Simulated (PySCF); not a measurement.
Compound: C7H8S.
Atom-mapped SMILES: `[SH:1][CH2:2][c:3]1[cH:4][cH:5][cH:6][cH:7][cH:8]1` (hydrogens: H9 on S1; H10, H11 on C2; H12 on C4; H13 on C5; H14 on C6; H15 on C7; H16 on C8)

The same species was optimised twice, with GFN2-xTB and with PBE0-D3(BJ)/def2-SVP (PySCF), and the same property calculations (PySCF, gas phase) were run on both structures.

```csv
coordinate,GFN2-xTB,PBE0-D3(BJ)/def2-SVP,change
S1–C2 (Å),1.842,1.825,-0.017
C7–C8 (Å),1.384,1.395,+0.011
C5–C6 (Å),1.385,1.396,+0.011
C3–C4 (Å),1.390,1.401,+0.011
C2–C3 (Å),1.492,1.502,+0.010
C4–C5 (Å),1.383,1.391,+0.008
C3–C8 (Å),1.390,1.398,+0.008
C6–C7 (Å),1.384,1.392,+0.008
S1–C2–C3 (°),111.1,114.4,+3.3
C2–C3–C4 (°),120.4,120.9,+0.5
C4–C3–C8 (°),119.1,118.7,-0.4
C3–C8–C7 (°),120.4,120.8,+0.4
C3–C4–C5 (°),120.4,120.7,+0.3
C5–C6–C7 (°),119.8,119.6,-0.2
C2–C3–C8 (°),120.5,120.4,-0.1
C4–C5–C6 (°),120.1,120.2,+0.1
S1–C2–C3–C4 (°),-81,-60,+21
```

Rotational constants: A = 4121, B = 1027, C = 919.0 MHz (GFN2-xTB) against A = 4268, B = 998.6, C = 873.1 MHz (PBE0-D3(BJ)/def2-SVP). Point groups within 0.08 Å: C1 and C1.

On the GFN2-xTB structure: HOMO (eV) -6.69 [PBE0/pcSseg-1]; LUMO (eV) -0.52 [PBE0/pcSseg-1]; dipole (D) 1.58 [PBE0/pcSseg-1]; GIAO shielding of S1 (ppm) 504.5 [PBE0/pcSseg-1]; GIAO shielding of C2 (ppm) 149.7 [PBE0/pcSseg-1]; GIAO shielding of C3 (ppm) 37.8 [PBE0/pcSseg-1]; GIAO shielding of C4/C8 (mean) (ppm) 53.5 [PBE0/pcSseg-1]; GIAO shielding of C5/C7 (mean) (ppm) 52.3 [PBE0/pcSseg-1]; GIAO shielding of C6 (ppm) 54.6 [PBE0/pcSseg-1].

Problem. What do these properties become on the PBE0-D3(BJ)/def2-SVP structure?

Solution. 
| property | level | on GFN2-xTB | on PBE0-D3(BJ)/def2-SVP | change |
| --- | --- | --- | --- | --- |
| HOMO (eV) | PBE0/pcSseg-1 | -6.69 | -6.76 | -0.07 |
| LUMO (eV) | PBE0/pcSseg-1 | -0.52 | -0.54 | -0.02 |
| dipole (D) | PBE0/pcSseg-1 | 1.58 | 1.51 | -0.07 |
| energy, GFN2-xTB geometry as zero (kcal/mol) | PBE0/pcSseg-1 | 0.0 | -0.7 | -0.7 |
| GIAO shielding of S1 (ppm) | PBE0/pcSseg-1 | 504.5 | 524.4 | +19.9 |
| GIAO shielding of C2 (ppm) | PBE0/pcSseg-1 | 149.7 | 149.1 | -0.6 |
| GIAO shielding of C3 (ppm) | PBE0/pcSseg-1 | 37.8 | 36.8 | -1.0 |
| GIAO shielding of C4/C8 (mean) (ppm) | PBE0/pcSseg-1 | 53.5 | 50.2 | -3.3 |
| GIAO shielding of C5/C7 (mean) (ppm) | PBE0/pcSseg-1 | 52.3 | 50.4 | -1.9 |
| GIAO shielding of C6 (ppm) | PBE0/pcSseg-1 | 54.6 | 51.6 | -3.0 |

The heavy atoms differ by 0.156 Å rms after alignment. Among bonds between heavy atoms S1–C2 changes most (-0.017 Å). Changes are differences of the printed values. Neither structure is proved a minimum here.

The values belong to the conformer `[SH:1][CH2:2][c:3]1[cH:4][cH:5][cH:6][cH:7][cH:8]1`: S1–C2–C3–C4 -60°, H–S1–C2–C3 -54°.
